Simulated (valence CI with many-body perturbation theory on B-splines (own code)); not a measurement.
## Rh11+: what each term of the Hamiltonian does

Computed by configuration interaction combined with many-body perturbation theory (CI+MBPT): six valence electrons over a frozen Dirac-Fock core [Ar] 3d10, radial functions for each j: 9 s, 9 p, 8 d, 6 f, 3 g, 1 h, with the one-electron correlation potential Σ1 (screened to all orders), the two-electron term Σ2, the three-electron term Σ3, Breit, model QED; selected single and double excitations, second order for the rest, scaled by the run's own slope (own B-spline code, finite nucleus).

No measured levels were compared; by estimate levels hold to about 250 cm⁻¹ or 0.2 % of their energy and the worst to 1 %, as in measured heavy ions of charge 2 to 7; those with d or f electrons hold less well. Among the levels kept, up to 1500 cm⁻¹ of a level comes from second order outside the variational space, and about a tenth of that is noise between levels of different J, which matters for small intervals.

Each rung adds one term. CI alone is the Dirac-Coulomb CI over the frozen core; QED comes last and gives the full result, which names the levels. Energies are above 4s²4p⁴ ³P_2 on the same rung, in eV.

Names give the largest LS component (configuration and term), which can be under half, so a name can repeat, a term be missing and a line seem to break the LS rules; names also repeat where a configuration has a term twice. Letters in brackets count levels of one name in rising energy.

| Level | CI alone | + Σ1 | + Σ2 | + Σ3 | + Breit | Full |
| --- | --- | --- | --- | --- | --- | --- |
| 4s²4p⁴ ³P_0 | 2.841 | 2.859 | 2.831 | 2.821 | 2.811 | 2.813 |
| 4s²4p⁴ ³P_1 | 4.309 | 4.371 | 4.410 | 4.413 | 4.346 | 4.356 |
| 4s²4p⁴ ¹D_2 | 6.511 | 6.575 | 6.569 | 6.560 | 6.491 | 6.500 |
| 4s²4p⁴ ¹S_0 | 13.016 | 13.137 | 13.120 | 13.097 | 12.973 | 12.989 |
| 4s4p⁵ ³P°_2 | 36.716 | 36.854 | 36.954 | 36.982 | 36.962 | 36.873 |
| 4s4p⁵ ³P°_1 | 39.178 | 39.339 | 39.428 | 39.455 | 39.411 | 39.326 |
| 4s4p⁵ ³P°_0 | 41.452 | 41.651 | 41.800 | 41.830 | 41.744 | 41.666 |
| 4s4p⁵ ¹P°_1 | 47.111 | 47.302 | 47.158 | 47.173 | 47.089 | 47.020 |
| 4s²4p³4d ⁵D°_2 | 51.017 | 51.169 | 51.267 | 51.310 | 51.217 | 51.211 |
| 4s²4p³4d ⁵D°_0 | 51.033 | 51.191 | 51.285 | 51.331 | 51.240 | 51.236 |
| 4s²4p³4d ⁵D°_3 | 51.079 | 51.236 | 51.339 | 51.384 | 51.277 | 51.271 |
| 4s²4p³4d ⁵D°_1 | 51.249 | 51.413 | 51.512 | 51.559 | 51.456 | 51.451 |
| 4s²4p³4d ⁵D°_4 | 51.665 | 51.834 | 51.935 | 51.983 | 51.853 | 51.851 |
| 4s²4p³4d ³D°_2 [a] | 52.975 | 53.138 | 53.209 | 53.245 | 53.135 | 53.129 |
| 4s²4p³4d ³D°_3 [a] | 54.910 | 55.102 | 55.197 | 55.236 | 55.089 | 55.089 |
| 4s²4p³4d ³D°_1 [a] | 55.200 | 55.393 | 55.487 | 55.525 | 55.384 | 55.384 |
| 4s²4p³4d ³F°_2 [a] | 55.480 | 55.670 | 55.755 | 55.791 | 55.658 | 55.657 |
| 4s²4p³4d ¹S°_0 | 55.656 | 55.844 | 55.914 | 55.954 | 55.824 | 55.824 |
| 4s²4p³4d ³F°_3 [a] | 56.128 | 56.325 | 56.413 | 56.447 | 56.299 | 56.299 |

Problem. How does the ionisation energy move along the ladder, and which term matters most?

Solution. CI alone 252.70, + Σ1 253.66, + Σ2 253.69, + Σ3 253.52, + Breit 253.41, + QED 253.41 eV. The largest step is Σ1, 0.96 eV. NIST lists 252.1 ± 2.5 eV (theoretical).
